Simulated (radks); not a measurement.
Q: The strontium ion Sr2+, [Kr]. Calculated with a radial shooting solver on a logarithmic mesh with Libxc functionals: non-relativistic Kohn-Sham, exchange-only PBE, spin-polarised, spherical densities, point nucleus. Every spin shell is full or empty, so the densities are truly spherical. Functionals are evaluated on that one density, not self-consistently. Rank these orbital-free kinetic functionals by their error against the exact value of the orbitals, and give that value: Thomas-Fermi, von Weizsacker, TF + vW, LC94, revAPBEK, Perdew 92, Pearson, LKT, Ernzerhof.

A: Exact: 3130.52 hartree. From best to worst, with 100 (|E| - |E exact|)/|E exact| (equal figures are ties): LC94 +0.06, revAPBEK +0.34, Ernzerhof -0.37, Perdew 92 -0.69, Pearson -1.02, Thomas-Fermi -5.76, LKT +21.35, TF + vW +39.78, von Weizsacker -54.46.
